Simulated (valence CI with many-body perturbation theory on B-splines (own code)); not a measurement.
# Energy levels of Tc²⁹⁺

Level of theory: relativistic CI+MBPT: four valence electrons over a frozen Dirac-Fock core [Ne], radial functions for each j: 9 s, 9 p, 8 d, 6 f, 3 g, 1 h, with the one-electron correlation potential Σ1, the two-electron term Σ2, the three-electron term Σ3, Breit, model QED; selected CI, second order for the rest, scaled by the run's own slope (own B-spline code, finite nucleus).

The last digits are not significant, and no measured levels were compared; by estimate large intervals hold to a few tenths of a per cent, small ones and those within an open d or f shell to about a per cent.

Levels 1 to 32 of 32, with energies above the lowest level, (3s^2 3p1/2^2) J=0. "Leading %" is the weight of the configuration and term that name the level; weights of strongly mixed levels are sums over their largest components and can fall short, so below about 35 % the name and the second component can differ from the true leading terms, or belong to a minority configuration. In the jj column 3d3/2^4 stands for four electrons in 3d with j = 3/2. Lifetimes count E1, E2, E3, M1 and M2 decay at the calculated energies, and are blank where another channel may lead or the interval is too uncertain; long ones can be off by a factor of two.

```tsv
No.	Configuration	Term	J	E (cm⁻¹)	Leading %	Leading jj	Second component	Lifetime
1	3s²3p²	³P	0	0	78	3s^2 3p1/2^2 (96 %)	20 % 3s²3p² ¹S	
2	3s²3p²	³P	1	183530	98	3s^2 3p1/2 3p3/2 (98 %)		11.4 μs
3	3s²3p²	¹D	2	220310	52	3s^2 3p1/2 3p3/2 (96 %)	46 % 3s²3p² ³P	2.15 ms
4	3s²3p²	³P	2	431390	52	3s^2 3p3/2^2 (96 %)	46 % 3s²3p² ¹D	4.91 μs
5	3s²3p²	¹S	0	517450	77	3s^2 3p3/2^2 (95 %)	20 % 3s²3p² ³P	2.36 μs
6	3s3p³	⁵S°	2	743740	65	3s 3p1/2^2 3p3/2 (76 %)	25 % 3s3p³ ³P°	403 ps
7	3s3p³	³D°	1	867840	54	3s 3p1/2^2 3p3/2 (71 %)	20 % 3s3p³ ³P°	40.8 ps
8	3s3p³	³D°	2	929570	53	3s 3p1/2 3p3/2^2 (76 %)	24 % 3s3p³ ⁵S°	172 ps
9	3s3p³	³D°	3	986050	86	3s 3p1/2 3p3/2^2 (86 %)	12 % 3s²3p3d ³D°	201 ps
10	3s²3p3d	³F°	2	1035100	35	3s^2 3p1/2 3d3/2 (66 %)	30 % 3s²3p3d ¹D°	228 ps
11	3s3p³	³P°	0	1066900	90	3s 3p1/2 3p3/2^2 (90 %)	9 % 3s²3p3d ³P°	39.3 ps
12	3s3p³	³P°	1	1087900	59	3s 3p1/2 3p3/2^2 (74 %)	18 % 3s3p³ ³D°	22.6 ps
13	3s²3p3d	³F°	2	1131800	50	3s 3p1/2 3p3/2^2 (32 %)	16 % 3s3p³ ¹D°	33.0 ps
14	3s²3p3d	³F°	3	1181000	81	3s^2 3p1/2 3d5/2 (75 %)	7 % 3s²3p3d ¹F°	45.8 ps
15	3s3p³	³S°	1	1183600	43	3s 3p1/2 3p3/2^2 (61 %)	32 % 3s3p³ ¹P°	4.93 ps
16	3s3p³	³P°	2	1218600	35	3s^2 3p1/2 3d5/2 (43 %)	26 % 3s²3p3d ¹D°	14.0 ps
17	3s²3p3d	³D°	1	1238100	36	3s^2 3p1/2 3d3/2 (74 %)	19 % 3s²3p3d ³P°	4.95 ps
18	3s²3p3d	³P°	2	1260600	48	3s^2 3p1/2 3d5/2 (31 %)	29 % 3s3p³ ¹D°	11.9 ps
19	3s²3p3d	³F°	4	1341200	98	3s^2 3p3/2 3d5/2 (98 %)		12.4 μs
20	3s²3p3d	³D°	1	1378100	24	3s^2 3p3/2 3d3/2 (53 %)	24 % 3s3p³ ¹P°	5.11 ps
21	3s²3p3d	³D°	2	1396300	43	3s^2 3p3/2 3d3/2 (71 %)	24 % 3s²3p3d ¹D°	4.24 ps
22	3s²3p3d	³D°	3	1407100	59	3s^2 3p3/2 3d3/2 (55 %)	17 % 3s²3p3d ¹F°	5.57 ps
23	3s²3p3d	³P°	0	1407100	89	3s^2 3p3/2 3d3/2 (89 %)	9 % 3s3p³ ³P°	5.94 ps
24	3s²3p3d	³P°	1	1453100	40	3s 3p3/2^3 (43 %)	14 % 3s3p³ ¹P°	6.12 ps
25	3s²3p3d	³P°	2	1472600	33	3s^2 3p3/2 3d5/2 (58 %)	16 % 3s²3p3d ¹D°	6.09 ps
26	3s²3p3d	¹F°	3	1514500	74	3s^2 3p3/2 3d5/2 (68 %)	21 % 3s²3p3d ³D°	6.04 ps
27	3s²3p3d	¹P°	1	1571600	62	3s^2 3p3/2 3d5/2 (64 %)	17 % 3s3p³ ¹P°	5.64 ps
28	3s3p²3d	⁵F	1	1626600	72	3s 3p1/2^2 3d3/2 (77 %)	15 % 3s3p²3d ³D	208 ps
29	3s3p²3d	⁵F	2	1633800	28	3s 3p1/2^2 3d3/2 (58 %)	19 % 3s3p²3d ³P	119 ps
30	3s3p²3d	⁵F	2	1678100	33	3p1/2^2 3p3/2^2 (36 %)	26 % 3p⁴ ³P	35.6 ps
31	3s3p²3d	⁵F	3	1703800	46	3s 3p1/2^2 3d5/2 (64 %)	31 % 3s3p²3d ⁵D	71.5 ps
32	3s3p²3d	⁵D	0	1760300	31	3s 3p1/2 3p3/2 3d3/2 (52 %)	23 % 3p⁴ ³P	36.2 ps
```

The ionisation energy to 3s²3p ²P°1/2 of the next ion comes out as 1636.8 eV (NIST: 1638 ± 4 eV (semi-empirical)). All 32 levels together are meant to be complete up to 1772000 cm⁻¹.
